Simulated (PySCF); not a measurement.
Sc (scandium, neutral) across methods

[Ar] 3d1 4s2, 2D determinant. All numbers are calculated (PySCF 2.14, the non-relativistic Hamiltonian (point nucleus), in aug-cc-pVDZ (7s6p4d2f, 59 functions)).

```
method  E (hartree)  mean ε 3d α (eV)  mean ε 4s α (eV)  mean ε 4s β (eV)  Σ⟨r²⟩ (bohr²)   ⟨S²⟩
   UHF   -759.73804            -9.558            -5.886            -5.571          53.10  0.762
 TPSSh     -760.632            -4.303            -4.352            -4.137          49.59  1.058
   LDA     -758.670            -3.583            -4.263            -4.042          49.21  0.967
  PBE0     -760.431            -5.267            -4.756            -4.558          50.03  0.875
  PW91     -760.631            -3.534            -4.118            -3.904          49.18  1.121
revPBE     -760.517            -3.450            -4.026            -3.828          49.41  1.152
   M06     -760.587            -4.677            -4.639            -4.664          48.83  0.761
```

Estimate the same row for PBE.

E (hartree) = -760.391; mean ε 3d α (eV) = -3.519; mean ε 4s α (eV) = -4.094; mean ε 4s β (eV) = -3.893; Σ⟨r²⟩ (bohr²) = 49.35; ⟨S²⟩ = 1.087.
